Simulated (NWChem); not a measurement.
System: C$_{2}$H$_{2}$BrF; SMILES C=C(Br)F

Parts of the log:

```
             Northwest Computational Chemistry Package (NWChem) 7.3.0
             --------------------------------------------------------

 CS  symmetry detected

                             Geometry "geometry" -> ""
                             -------------------------

 Output coordinates in angstroms (scale by  1.889725989 to convert to a.u.)

  No.       Tag          Charge          X              Y              Z
 ---- ---------------- ---------- -------------- -------------- --------------
    1 C                    6.0000    -1.20741735     1.63050158     0.00000000
    2 C                    6.0000    -0.07605356     0.93723090     0.00000000
    3 F                    9.0000     1.11445804     1.50352946     0.00000000
    4 Br                  35.0000     0.02864376    -0.93673955     0.00000000
    5 H                    1.0000    -2.17188235     1.12650409     0.00000000
    6 H                    1.0000    -1.15994627     2.72122004     0.00000000

 Effective nuclear repulsion energy (a.u.)     232.3172849777

      Symmetry information
      --------------------

 Group name             Cs
 Group number              2
 Group order               2
 No. of unique centers     6

                                 NWChem DFT Module
                                 -----------------

 Summary of "ao basis" -> "ao basis" (spherical)
 ------------------------------------------------------------------------------
       Tag                 Description            Shells   Functions and Types
 ---------------- ------------------------------  ------  ---------------------
 C                           6-31g*                  6       14   3s2p1d
 F                           6-31g*                  6       14   3s2p1d
 Br                          6-31g*                 12       32   5s4p3d
 H                           6-31g*                  2        2   2s

      Symmetry analysis of basis
      --------------------------

        a'         56
        a"         22

            General Information
            -------------------
          SCF calculation type: DFT
          Wavefunction type:  closed shell.
          No. of atoms     :     6
          No. of electrons :    58
           Alpha electrons :    29
            Beta electrons :    29
          Charge           :     0
          Spin multiplicity:     1
          Use of symmetry is: on ; symmetry adaption is: on
          Maximum number of iterations: 150
          AO basis - number of functions:    78
                     number of shells:    34
          Convergence on energy requested:  1.00D-06
          Convergence on density requested:  1.00D-05
          Convergence on gradient requested:  5.00D-04

              XC Information
              --------------
                        M06-L Method XC Functional
                         M06-L Exchange Functional  1.000
                       M06-L Correlation Potential  1.000

             Grid Information
             ----------------
          Grid used for XC integration:  medium
          Radial quadrature: Mura-Knowles
          Angular quadrature: Lebedev.
          Tag              B.-S. Rad. Rad. Pts. Rad. Cut. Ang. Pts.
          ---              ---------- --------- --------- ---------
          C                   0.70       49           9.0       434
          F                   0.50       49           9.0       434
          Br                  1.15      112          10.0       590
          H                   0.35       45          11.0       434
          Grid pruning is: on
          Number of quadrature shells:   349
          Spatial weights used:  Erf1

      Superposition of Atomic Density Guess
      -------------------------------------

 Sum of atomic energies:       -2747.77658393

      Non-variational initial energy
      ------------------------------

 Total energy =   -2749.262660
 1-e energy   =   -4285.279630
 2-e energy   =    1303.699686
 HOMO         =      -0.261931
 LUMO         =       0.070554

      Symmetry analysis of molecular orbitals - initial
      -------------------------------------------------

  Numbering of irreducible representations:

     1 a'          2 a"

  Orbital symmetries:

     1 a'          2 a'          3 a'          4 a'          5 a"
     6 a'          7 a'          8 a'          9 a'         10 a'
    11 a'         12 a"         13 a'         14 a'         15 a"
    16 a'         17 a"         18 a'         19 a'         20 a'
    21 a'         22 a'         23 a"         24 a'         25 a'
    26 a'         27 a"         28 a'         29 a"         30 a'
    31 a"         32 a'         33 a'         34 a'         35 a'
    36 a'         37 a"         38 a'         39 a'

     ---------------------------------------------
      Total Density - Mulliken Population Analysis
     ---------------------------------------------

    Atom       Charge   Shell Charges
 -----------   ------   -------------------------------------------------------
    1 C    6     6.76   2.00  0.74  2.09  0.63  1.29  0.02
    2 C    6     5.12   2.00  0.66  1.39  0.43  0.57  0.07
    3 F    9     9.42   2.00  0.94  3.37  1.00  2.09  0.01
    4 Br  35    35.18   2.00  2.00  6.00  2.00  5.99  1.56  3.84  0.37  1.40  6.97  2.93  0.13
    5 H    1     0.75   0.45  0.30
    6 H    1     0.76   0.45  0.30

[...]
```

Level: M06-L/6-31G* (spherical d). All runs use the structure optimised with PBE0/def2-SVP.

Q: Which NWChem input produces such a log?

A: One answer among several that fit: the input that was run:
```
start job
memory heap 200 mb stack 900 mb global 1100 mb
geometry units angstroms noautoz
  C     -1.210565     1.633514     0.000000
  C     -0.077866     0.942427     0.000000
  F      1.111551     1.511021     0.000000
  Br     0.030446    -0.931338     0.000000
  H     -2.174056     1.127657     0.000000
  H     -1.165198     2.724322     0.000000
end
basis spherical
  * library 6-31g*
end
dft
  xc m06-l
  iterations 150
  mulliken
end
task dft energy
```
